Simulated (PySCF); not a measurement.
**Basis-set dependence of excited states**

Compound: CH₆AsNSi₂.
SMILES: `N#C[SiH2][AsH][SiH3]`

TDDFT with PBE0 (PySCF), vertical singlets, core orbitals frozen in the response, spherical d and f functions. Isolated species at its PBE0-D3(BJ)/def2-SVP geometry (one conformer only). Relativistic effects, spin–orbit coupling among them, are left out although an element past zinc is present.

```tsv
basis	functions	diffuse	S1 (eV)	S2 (eV)	S3 (eV)	S4 (eV)	S5 (eV)	LUMO (eV)	α (au)
6-31G*	108	no	5.92	6.30	6.39	6.59	6.84	-0.82	89.6
def2-SVP	126	no	5.99	6.11	6.25	6.74	6.79	-0.80	93.2
def2-SVPD	174	yes	5.77	5.95	6.04	6.35	6.61	-1.02	105.3
aug-cc-pVDZ	190	yes	5.72	5.95	6.03	6.24	6.59	-1.07	107.2
def2-TZVP	220	no	5.80	5.95	6.03	6.44	6.60	-0.99	101.7
def2-TZVPD	268	yes	5.71	5.88	5.95	6.26	6.52	-1.08	106.7
```

**Question.** How much do these states and the polarisability depend on the basis?

**Answer.** States are compared by their number. Against the largest diffuse basis here (def2-TZVPD, itself not a converged limit), sets without diffuse functions differ by up to 0.28 eV in S1 and 0.32 eV in S5; the smaller diffuse sets differ by up to 0.06 and 0.08 eV. State by state, the largest deviation of a set without diffuse functions is S1 0.28, S2 0.41, S3 0.44, S4 0.48, S5 0.32 eV. The same number needn't mean the same state in each row. Against def2-TZVPD the polarisability deviates by -16% in 6-31G*, -13% in def2-SVP, -1% in def2-SVPD, 0% in aug-cc-pVDZ, -5% in def2-TZVP.
